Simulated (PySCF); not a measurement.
# Indirect couplings

Molfile (atoms numbered from 1):
```
C5H4F4O2
     RDKit          3D

 15 15  0  0  0  0  0  0  0  0999 V2000
    1.5971   -0.1996    1.6447 O   0  0  0  0  0  0  0  0  0  0  0  0
    1.0769   -0.3438    0.5765 C   0  0  0  0  0  0  0  0  0  0  0  0
   -0.4164   -0.5590    0.4336 C   0  0  2  0  0  0  0  0  0  0  0  0
   -0.8645   -0.9961   -0.8360 O   0  0  0  0  0  0  0  0  0  0  0  0
   -1.5861    0.2160   -1.0732 C   0  0  0  0  0  0  0  0  0  0  0  0
   -1.2245    0.7513    0.3096 C   0  0  2  0  0  0  0  0  0  0  0  0
   -0.4843    1.8917    0.3204 F   0  0  0  0  0  0  0  0  0  0  0  0
    1.9265   -0.3191   -0.7152 C   0  0  0  0  0  0  0  0  0  0  0  0
    1.4140    0.5387   -1.6005 F   0  0  0  0  0  0  0  0  0  0  0  0
    3.1645    0.0516   -0.4441 F   0  0  0  0  0  0  0  0  0  0  0  0
    1.9529   -1.5299   -1.2631 F   0  0  0  0  0  0  0  0  0  0  0  0
   -0.7274   -1.2219    1.2594 H   0  0  0  0  0  0  0  0  0  0  0  0
   -1.1490    0.8140   -1.8890 H   0  0  0  0  0  0  0  0  0  0  0  0
   -2.6555    0.0354   -1.2669 H   0  0  0  0  0  0  0  0  0  0  0  0
   -2.0483    0.8553    1.0308 H   0  0  0  0  0  0  0  0  0  0  0  0
  1  2  2  0
  2  3  1  0
  3  4  1  0
  4  5  1  0
  5  6  1  0
  6  7  1  0
  2  8  1  0
  8  9  1  0
  8 10  1  0
  8 11  1  0
  6  3  1  0
  3 12  1  1
  5 13  1  0
  5 14  1  0
  6 15  1  1
M  END
```

Couplings: B3LYP/pcJ-1 (spin–dipole term only in couplings to heteroatoms) in PySCF 2.14, geometry PBE0-D3(BJ)/def2-SVP; gas phase, one conformer, non-relativistic. Couplings are averaged over pairs made equivalent by symmetry, fast rotation or ring inversion, so a value needn't be that of the named pair in this geometry, while other rotamers aren't included; one pair stands for each set, and the list holds a selection of those of at least 1.5 Hz over up to four bonds, among pairs with at least one F or H atom (others weren't computed). One-bond C–F couplings come out tens of Hz too large with common functionals.

Isotopes: 13C, 19F, 1H, 17O. Couplings to quadrupolar nuclei such as 17O and 33S are rarely resolved in practice.

```tsv
pair	bonds	J (Hz)
C3, H12	1	165.0
C5, H13	1	?
C5, H14	1	157.5
C6, F7	1	?
C6, H15	1	?
C8, F9	1	-358.3
C2, F9	2	38.4
C2, H12	2	-1.8
C3, F7	2	21.4
O4, H12	2	?
O4, H13	2	-6.5
O4, H14	2	-8.8
C5, F7	2	22.8
C6, H12	2	-2.7
F9, F10	2	?
H13, H14	2	?
C2, F7	3	7.1
C2, H15	3	2.8
C3, H14	3	5.0
C5, H12	3	4.5
F7, H12	3	18.2
F7, H13	3	26.7
F7, H14	3	21.4
H12, H15	3	7.9
O4, F9	4	?
H12, H13	4	?
```

Q: Estimate the withheld couplings, with signs.

A: 
- 1J(C5,H13) = 159.4 Hz (bond length 1.102 Å, sp3 carbon)
- 1J(C6,F7) = -278.9 Hz (bond length 1.360 Å)
- 1J(C6,H15) = 172.4 Hz (bond length 1.100 Å, sp3 carbon)
- 2J(O4,H12) = -9.4 Hz (angle at C3 113°)
- 2J(F9,F10) = 71.8 Hz (mean over equivalent pairs that range from 44.5 to 120.4 Hz in this conformer)
- 2J(H13,H14) = -9.4 Hz (angle at C5 110°)
- 4J(O4,F9) = -2.7 Hz (mean over equivalent pairs that range from -5.7 to 0.3 Hz in this conformer)
- 4J(H12,H13) = -1.9 Hz
